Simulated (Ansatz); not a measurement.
A run for Ansatz (a quantum-chemistry and plane-wave program): R-wB97X-V/def2-TZVPP on C2H6FGa (SMILES [CH3][Ga]([CH3])[F]), a point of a torsion scan.

Ansatz 0.2 input:
```yaml
crystal:
  periodic: [false, false, false]
  atoms:
    - {symbol: C, position_ang: [-1.78858354, -0.54639732, -0.12963116]}
    - {symbol: Ga, position_ang: [-0.08387676, 0.34424621, 0.55858161]}
    - {symbol: C, position_ang: [1.00668090, 0.58160977, 2.26988198]}
    - {symbol: F, position_ang: [0.71113329, 1.19899349, -0.77546166]}
    - {symbol: H, position_ang: [-1.57802828, -0.95971068, -1.11765701]}
    - {symbol: H, position_ang: [-2.57590885, 0.20233134, -0.23253968]}
    - {symbol: H, position_ang: [-2.13696753, -1.33801595, 0.53267064]}
    - {symbol: H, position_ang: [0.97235669, -0.30687098, 2.89997715]}
    - {symbol: H, position_ang: [0.62999330, 1.43045912, 2.84260176]}
    - {symbol: H, position_ang: [2.03843135, 0.78711418, 1.97910743]}
basis:
  gaussian:
    orbitals: def2-TZVPP
hamiltonian:
  xc: {name: wB97X-V}
scf: {lower_state_search: off}
```

Output:

```
WARN ansatz: RAYON_NUM_THREADS=1 ignored (pool sized by the plan → 1); use --threads N
Functional definition: wB97X-V
these checks for a lower state are left out or cut short: stability, starts, cluster_reference, orbital_swaps, neighbouring_geometries, increment
integrals: 0.19 GiB planned
1273 factors; their error is unknown
integrals: 0.22 GiB planned
312 factors; integrals over basis functions are off by at most 8.8e-6 eV
mean field: 1.54 GiB planned
mean field evaluation 1: about -57257.4579 eV, gradient 6.0e1 eV
mean field evaluation 2: about -57258.3745 eV, gradient 6.4e1 eV
mean field evaluation 4: about -57263.9626 eV, gradient 1.4e0 eV
mean field evaluation 8: about -57263.9729 eV, gradient 2.7e-2 eV
mean field evaluation 16: about -57264.0893 eV, gradient 2.6e-5 eV
mean field -57264.08934469 eV, -2104.4164684236 hartree, gradient 6.2e-6 eV, S^2 0.000000; 0 other end points of the search recorded, 0 dependent functions left out
reference -57264.08934264 eV, -2104.4164683481 hartree; 29, 29 occupied and 196, 196 virtual orbitals, 1273 factors
Total energy: -57264.08934264 eV, -2104.4164683481 hartree
Checks for a lower state left out: stability, starts, cluster_reference, orbital_swaps, neighbouring_geometries, increment
```

Self-consistency was reached.

Cost: around 9 core-seconds (rough).
